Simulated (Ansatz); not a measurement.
The cluster B₅⁻. Charge -1, multiplicity 3. Geometry PBE-D4/def2-SVP, that of the neutral doublet; atoms count from 1.

```csv
atom,x (Å),y (Å),z (Å)
B1,0.5499,-1.2001,-0.9981
B2,-1.1037,0.3963,1.1677
B3,0.0820,1.1157,0.3930
B4,-0.4390,-0.6282,0.1278
B5,0.9108,0.3163,-0.6905
```

The charge -1 triplet is spin-contaminated (final ⟨S²⟩ up to 2.25, 2.00 for a pure state). The structure comes from a short search, and lower isomers may exist.

(1) Estimate the Mulliken populations from the PBE0/def2-TZVPD orbitals of Ansatz.

(2) Where does the spin sit?

(3) And the Mayer bond orders between heavy atoms (over 0.3)?

## Answers

(1) 
```json
{"atom": "B1", "charge (e)": "-0.36", "spin (α − β)": "1.07"}
{"atom": "B2", "charge (e)": "-0.36", "spin (α − β)": "1.07"}
{"atom": "B3", "charge (e)": "-0.17", "spin (α − β)": "-0.01"}
{"atom": "B4", "charge (e)": "0.06", "spin (α − β)": "-0.12"}
{"atom": "B5", "charge (e)": "-0.17", "spin (α − β)": "-0.01"}
```
Mulliken values depend strongly on the basis. With diffuse functions, as here, like atoms can get unlike values, and bond orders can come out too low or too high.

(2) Summed by element: B 2.00, of 2 unpaired in all. Largest on single atoms: B1 1.07, B2 1.07, B4 -0.12.

(3) B1–B2 0.37 (3.16 Å); B1–B4 0.99 (1.60 Å); B1–B5 1.43 (1.59 Å); B2–B3 1.43 (1.59 Å); B2–B4 0.99 (1.60 Å); B3–B4 0.63 (1.84 Å); B3–B5 1.01 (1.58 Å); B4–B5 0.63 (1.84 Å).
